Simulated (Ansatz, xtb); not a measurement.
## Ranking isomers of C4H9BrOSi

10 gas-phase structures of C4H9BrOSi, from a drawn sample of its isomers (lower ones may exist). Each was relaxed with GFN2-xTB; where two conformers were screened, the lower at r2SCAN-D4/def2-SVP is listed:

A. `C=C(CBr)C[SiH2]O`, a singlet
B. `CC(C)=C(Br)O[SiH3]`, a singlet
C. `C[C@]1(Br)CO[SiH2]C1`, a singlet
D. `C=C(C[SiH2]Br)OC`, a singlet
E. `Br[C@@H]1CCCO[SiH2]1`, a singlet
F. `C/C=C(/Br)[SiH2]OC`, a singlet
G. `O[SiH2][C@H](Br)C1CC1`, a singlet
H. `CC/C(Br)=C/O[SiH3]`, a singlet
I. `C=CC[C@H](Br)[SiH2]O`, a singlet
J. `C=C(Br)O[SiH](C)C`, a singlet

Which do you expect lowest at r2SCAN-D4/def2-SVP, and how would the others follow?

Calculated order at r2SCAN-D4/def2-SVP: C (0.0), E (0.4), J (2.6), A (9.8), D (12.5), I (13.7), G (14.8), B (20.7), F (21.3), H (25.2) kcal/mol. Less than 1 kcal/mol parts C and E; B and F, so the order within those pairs means little.

Energies above the lowest of each column, in kcal/mol; the last columns are at PBE0-D3(BJ)/def2-SVP geometries and were run for some of them only (a dash: not run or not comparable):

```csv
structure,GFN2-xTB,HF/STO-3G,r2SCAN-D4/def2-SVP,PBE0-D3(BJ)/def2-SVP,CCSD(T)/def2-SVP + ΔMP2/def2-TZVPP
C,0.0,2.3,0.0,0.3,0.0
E,0.4,0.0,0.4,0.0,0.5
J,23.9,21.2,2.6,6.1,4.1
A,21.8,46.8,9.8,11.9,5.3
D,21.3,22.8,12.5,13.7,–
I,26.4,52.9,13.7,15.1,–
G,20.0,45.9,14.8,–,–
B,4.9,39.5,20.7,–,–
F,24.9,42.4,21.3,–,–
H,13.2,44.1,25.2,–,–
```

CCSD(T)/def2-SVP + ΔMP2/def2-TZVPP has C and E within 1 kcal/mol of each other at the bottom, and every level picks one of them. Flexible structures stand in one conformer each, not always the lowest. Frequencies (GFN2-xTB) were run for A, C, E, J alone. The ΔMP2 step shifts differences by up to 3.7 kcal/mol, which makes them less sure. ΔMP2 is the change of the MP2 energy from the smaller to the larger basis.

Over these structures GFN2-xTB departs from r2SCAN-D4/def2-SVP by 8.4 kcal/mol on average once a common shift is removed. A GFN2-xTB relaxation took about 0.19 s and the r2SCAN-D4/def2-SVP energy about 3 s on a shared host (Ansatz 0.2.0, xtb 6.7.1).
